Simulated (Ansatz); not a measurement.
CH₃ (SMILES [CH3]), doublet, geometry from GFN2-xTB; B3LYP5/6-31G** (Ansatz, an electronic-structure program).

The Ansatz input:
Ansatz 0.2 input:
```yaml
crystal:
  periodic: [false, false, false]
  atoms:
    - {symbol: C, position_ang: [0.00000000, -0.00000000, 0.00000000]}
    - {symbol: H, position_ang: [-0.02827582, 1.06704109, -0.00728260]}
    - {symbol: H, position_ang: [0.93823542, -0.50900640, 0.00748446]}
    - {symbol: H, position_ang: [-0.90995960, -0.55803469, -0.00020186]}
basis:
  gaussian:
    orbitals: 6-31G__.json
hamiltonian:
  xc: b3lyp5
magnetization: {spin_polarized: true, initial_magnetization: 1}
```
The basis file holds 6-31G** in the JSON format of the Basis Set Exchange.

The log (banner, timings and long lists left out):

```
Functional definition: B3LYP5
333 factors; their error is unknown
mean field evaluation 1: about -1081.3176 eV, gradient 2.0e1 eV
mean field evaluation 2: about -1081.4962 eV, gradient 1.9e1 eV
mean field evaluation 4: about -1083.3015 eV, gradient 8.3e-2 eV
mean field evaluation 8: about -1083.2892 eV, gradient 5.6e-4 eV
mean field -1083.28918743 eV, -39.8101433581 hartree, gradient 4.4e-5 eV, S^2 0.753517; 0 other end points of the search recorded, 0 dependent functions left out
reference -1083.28930546 eV, -39.8101476959 hartree; 5, 4 occupied and 25, 26 virtual orbitals, 333 factors
Total energy: -1083.28930546 eV, -39.8101476959 hartree
```
